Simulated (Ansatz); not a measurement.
Calculated with Ansatz (gas phase, PBE0-D4/def2-TZVP geometries, no zero-point term in ΔE). CCSD(T)/CBS is the MP2 limit (def2-TZVPP, def2-QZVPP) plus CCSD(T) − MP2 in def2-TZVPP, frozen cores. This one scheme is used for every species. Functionals use def2-TZVPP. Each species was taken in one conformer, which may not be the lowest.

Consider the substitution at a C–B bond: `NCB(O)Cl` + H–F → `NCF` + `OBCl`.

CCSD(T)/CBS gives +38.8 kJ/mol.

Task: Another level gave +31.7 kJ/mol. Which?
A. HF/def2-TZVPP
B. PBE0-D4/def2-TZVPP
C. r2SCAN-D4/def2-TZVPP
D. CAM-B3LYP/def2-TZVPP

Result: B. PBE0-D4 31.7, CAM-B3LYP 14.5, HF/def2-TZVPP 7.2, r2SCAN-D4 24.5 kJ/mol.

Largest T1 diagnostic among the species: 0.012.

At CCSD(T), def2-SVP lies −21.6 kJ/mol from the extrapolated value and def2-TZVPP −5.1 kJ/mol. Leaving LDA and LC-ωPBE aside and taking each functional with its dispersion term where it has one, the values, not all of them listed here, spread over 15.9 kJ/mol, from BLYP-D4 to PBE-QIDH. LDA lies +10.5 kJ/mol from PBE without D4.
